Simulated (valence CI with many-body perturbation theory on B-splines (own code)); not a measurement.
# Re IV: calculated level list

Level of theory: valence CI with perturbative core correlation (CI+MBPT): four valence electrons over a frozen Dirac-Fock core [Xe] 4f14, radial functions for each j: 9 s, 9 p, 10 d, 8 f, 5 g, 3 h, 1 i, with the one-electron correlation potential Σ1, the two-electron term Σ2, the three-electron term Σ3, Breit, model QED; selected CI, second order for the rest, scaled by the run's own slope (own B-spline code, finite nucleus).

Against 62 measured levels this calculation errs by 914 cm⁻¹ on average and by 1875 at most. These come from a selection out of Brasseur, Gamrath and Quinet, At. Data Nucl. Data Tables 157, 101636 (2024). Levels without a partner in it may be off by more, other configurations by 1,000 to 8,000 cm⁻¹. Among the levels kept, up to 300 cm⁻¹ of a level comes from second order outside the variational space, and about a tenth of that is noise between levels of different J, which matters for small intervals. Only levels of the ground parity were solved; by the run's estimate the other parity begins above the list, which can be wrong where configurations are misplaced.

Levels 1 to 45 of 65, with energies above the lowest level, 5d4 5D_0. "Leading %" is the weight of the configuration and term that name the level; weights of strongly mixed levels are sums over their largest components and can fall short.

```csv
No.,Configuration,Term,J,E (cm⁻¹),Leading %,Second component,g
1,5d4,5D,0,0.0,69,27 % 5d4 3P,
2,5d4,5D,1,2924,86,13 % 5d4 3P,1.499
3,5d4,5D,2,5760,93,,1.482
4,5d4,5D,3,8148,90,6 % 5d4 3F,1.466
5,5d4,5D,4,9993,76,18 % 5d4 3F,1.428
6,5d4,3P,0,14774,57,29 % 5d4 5D,
7,5d4,3H,4,16903,60,14 % 5d4 3G,0.944
8,5d4,3P,1,19690,76,11 % 5d4 5D,1.422
9,5d4,3G,3,20016,58,31 % 5d4 3F,0.905
10,5d4,3F,2,20195,71,16 % 5d4 1D,0.776
11,5d4,3H,5,20829,78,20 % 5d4 3G,1.068
12,5d4,3H,6,22747,77,22 % 5d4 1I,1.130
13,5d4,3G,4,24380,37,26 % 5d4 3F,1.071
14,5d4,3P,2,24830,60,31 % 5d4 3D,1.364
15,5d4,3G,4,26266,32,30 % 5d4 3F,1.112
16,5d4,3F,3,26788,59,19 % 5d4 3G,1.041
17,5d4,3D,3,28996,65,15 % 5d4 3G,1.212
18,5d4,1D,2,29743,32,24 % 5d4 3D,1.092
19,5d4,3G,5,30126,77,20 % 5d4 3H,1.165
20,5d4,3D,1,32082,86,7 % 5d4 3P,0.585
21,5d4,1I,6,32233,77,22 % 5d4 3H,1.037
22,5d4,1D,2,36248,27,26 % 5d4 3D,1.128
23,5d4,1G,4,36390,53,27 % 5d4 3F,1.061
24,5d4,1S,0,37375,77,19 % 5d4 3P,
25,5d4,1F,3,39175,67,16 % 5d4 3D,1.050
26,5d3 6s,5F,1,40089,90,7 % 5d3 6s 3D,0.052
27,5d3 6s,5F,2,42068,72,11 % 5d4 3P,1.071
28,5d4,3P,2,42594,62,17 % 5d3 6s 5F,1.316
29,5d3 6s,5F,3,45245,92,,1.243
30,5d4,3F,4,45522,64,26 % 5d4 1G,1.170
31,5d4,3F,2,46299,70,12 % 5d4 1D,0.778
32,5d4,3P,1,46956,85,9 % 5d3 6s 3P,1.496
33,5d4,3F,3,47362,78,12 % 5d4 1F,1.077
34,5d3 6s,5F,4,48623,88,5 % 5d3 6s 3G,1.323
35,5d4,3P,0,49786,77,12 % 5d4 1S,
36,5d4,1G,4,50065,60,22 % 5d4 3F,1.072
37,5d3 6s,5F,5,51784,82,14 % 5d3 6s 3G,1.363
38,5d3 6s,5P,2,53840,48,18 % 5d3 6s 3P,1.484
39,5d3 6s,5P,1,54674,79,14 % 5d3 6s 3P,2.271
40,5d3 6s,3F,2,56693,61,22 % 5d3 6s 5P,0.972
41,5d3 6s,3G,3,59199,44,32 % 5d3 6s 3F,1.018
42,5d3 6s,5P,3,60148,81,10 % 5d3 6s 3G,1.531
43,5d3 6s,3G,4,60319,42,37 % 5d3 6s 3H,0.983
44,5d3 6s,3D,1,62545,42,21 % 5d3 6s 3P,0.977
45,5d3 6s,3H,5,62706,45,31 % 5d3 6s 3G,1.128
```

Names give the largest LS component (configuration and term), which can be under half, so a name can repeat, a term be missing and a line seem to break the LS rules; names also repeat where a configuration has a term twice.

Where two levels of one J and parity lie close, their mixing, g and order are uncertain.

The ionisation energy to 5d3 4F_3/2 of the next ion comes out as 39.974 eV (NIST: 39.1 ± 1.7 eV (theoretical)). All 65 levels together are meant to be complete up to 80299 cm⁻¹.
